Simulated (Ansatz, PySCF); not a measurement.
Te(Me)(SiMe3) (C₄H₁₂SiTe), SMILES C[Te][Si](C)(C)C.

Geometry: B3LYP-D3(BJ)/def2-SVP. The def2 effective core potentials stand for the cores of Te; spin–orbit coupling is left out. Other conformers were not sampled.

Vertical ionisation energy (IE) and electron affinity (EA) in eV. Rows of orbital energies are one-electron estimates. Where ΔSCF, EOM or ADC give a negative EA the extra electron is unbound and the value depends on the basis.

```csv
level,IE,EA
"−ε(HOMO), −ε(LUMO), HF/def2-TZVP (PySCF)",7.98,-2.50
"ΔSCF, PBE0/def2-SVPD (Ansatz), final states of multiplicity 2 and 2",7.62,-0.66
```

Problem. What vertical singlet–triplet gap does ΔSCF give with PBE0/def2-SVPD (Ansatz, a quantum-chemistry and plane-wave program)? (The exact figures need the calculation; the answer reports its results.)

Solution. 3.47 eV (triplet above singlet where positive).
